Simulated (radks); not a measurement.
Initial-state core-level shifts of the bismuth ion Bi3+ when its valence configuration changes from [Hg]. All-electron calculation, Dirac Kohn-Sham, PBEsol, spin-unpolarised, spherical densities, finite nucleus; open shells are shared between the two j in proportion to 2j + 1; Fermi nuclear charge, rms radius 5.5211 fm. Program: a radial shooting solver on a logarithmic mesh with Libxc functionals. Shifts are changes of the shell-averaged eigenvalues in eV (positive: less bound); the change of the density at the nucleus, which sets a Mossbauer isomer shift, is in e/bohr^3, on a base of 2.965e+06.

valence                          1s       2s       3s       5p  density at nucleus
[Xe] 4f14 5d9 6s2 6p1        -6.826   -7.063   -6.940   -5.934               +96.4
[Xe] 4f14 5d10 6s1 6p1       -1.777   -1.729   -1.742   -1.695              -367.8
[Xe] 4f14 5d9 6s1 6p2        -8.551   -8.743   -8.631   -7.563              -296.8
[Xe] 4f13.5 5d9 6s1.5 6p2   -18.617  -19.687  -20.684  -11.619               +71.3
[Xe] 4f13.5 5d10 6s2 6p0.5  -10.826  -11.665  -12.794   -4.854              +173.8
[Xe] 4f12.5 5d10 6s1.5 6p2  -33.907  -36.484  -39.923  -15.454              +327.9
